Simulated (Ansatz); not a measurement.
A CCSD(T) single point on the Ag⁺ ion.

```yaml
crystal:
  periodic: [false, false, false]
  atoms:
    - {symbol: Ag, position_ang: [0.000000, 0.000000, 0.000000]}
basis:
  gaussian: {orbitals: def2-TZVPP}
total_charge: 1
correlation: {method: ccsd_t, frozen_orbitals: {Ag: 4}}
output: {orbitals: {seedname: orbitals}}
```

```sh
$ ansatz run in.yaml --threads 2 --pin off --events-out ev --progress --plain
```

The program prints (abridged):

```
Functional definition: HF
395 factors; integrals over basis functions are off by at most 2.0e-4 eV
mean field evaluation 1: about -3963.3719 eV, gradient 7.3e1 eV
mean field evaluation 2: about -3963.3722 eV, gradient 7.3e1 eV
mean field evaluation 4: about -3969.6873 eV, gradient 3.3e-1 eV
mean field evaluation 8: about -3969.6865 eV, gradient 7.2e-6 eV
mean field -3969.68647865 eV, -145.8832873401 hartree, gradient 2.5e-7 eV, S^2 0.000000; 0 other end points of the search recorded, 0 dependent functions left out
4 core orbitals not correlated: weight in the atoms' cores, before any rotation towards them, 1.000 or more for the frozen orbitals, at most 0.000 for the correlated occupied ones
reference -3969.68647865 eV, -145.8832873401 hartree; 5, 5 occupied and 47, 47 virtual orbitals, 395 factors
second order -9.53298817 eV of doubles, -0.00000000 eV of singles
cycle   1  -8.80394180 eV  change    7.3e-1 eV  update   3.0e-2
cycle   2  -8.88576591 eV  change   -8.2e-2 eV  update   6.0e-3
cycle   3  -8.89684445 eV  change   -1.1e-2 eV  update   1.2e-3
cycle   4  -8.89537523 eV  change    1.5e-3 eV  update   2.7e-4
cycle   5  -8.89534839 eV  change    2.7e-5 eV  update   5.5e-5
cycle   6  -8.89534756 eV  change    8.3e-7 eV  update   7.0e-6
perturbative correction -0.27374092 eV, -0.0100597933 hartree
Total energy: -3978.85556712 eV, -146.2202451266 hartree
```

It took 0.35 s on 2 threads of a server CPU on a shared host, with 0.12 GiB of host memory at the peak.

The correlation energy is -9.169 eV, 3.0 % of it from (T); the T1 diagnostic reads 0.0015.
